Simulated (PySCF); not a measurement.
C9H14P (charge +1).
Numbering: `[CH:1]#[C:2][P@H+:3]([CH2:4][CH:5]=[CH2:6])[CH:7]1[CH2:8][CH2:9][CH2:10]1`

Probes without a nucleus sit at each ring's centroid and 1 Å off its mean plane on both sides; NICS is minus the shielding there, NICSzz its component along the normal. Level: GIAO PBE0/pcSseg-1 (PySCF, non-relativistic, gas phase) on the GFN2-xTB geometry, one conformer.

Ring bond lengths (Å), with Mayer bond orders in brackets: C7–C8 1.543 (0.97), C8–C9 1.536 (1.03), C9–C10 1.537 (1.03), C10–C7 1.542 (0.98).

Question: What do the NICS probes read (ppm)?

Answer: 
```
        ring                                            type  NICS(0)  NICS(1), two faces  NICS(1)zz, two faces  rms pucker (Å)  centre to ring atoms, mean (Å)
C7–C8–C9–C10  4-membered carbocycle; formal bonds all single      0.8          0.2 / -0.2             3.5 / 5.5            0.07                            1.09
```

Question: What can be read from them?

Answer: 
- C7–C8–C9–C10: mean NICS(1)zz 4.5 ppm, deshielded. C7, C8, C9, C10 have four or more neighbours; no verdict on aromaticity is drawn.

Hardware: x86-64 server, one thread, on a shared host. Cost: 67 s wall. This is the whole shielding run at PBE0/pcSseg-1, SCF included.

Conformer computed: `[CH:1]#[C:2][P@H+:3]([CH2:4][CH:5]=[CH2:6])[CH:7]1[CH2:8][CH2:9][CH2:10]1`: C2–P3–C4–C5 -63°, P3–C4–C5–C6 -111°, C2–P3–C7–C8 -164°.
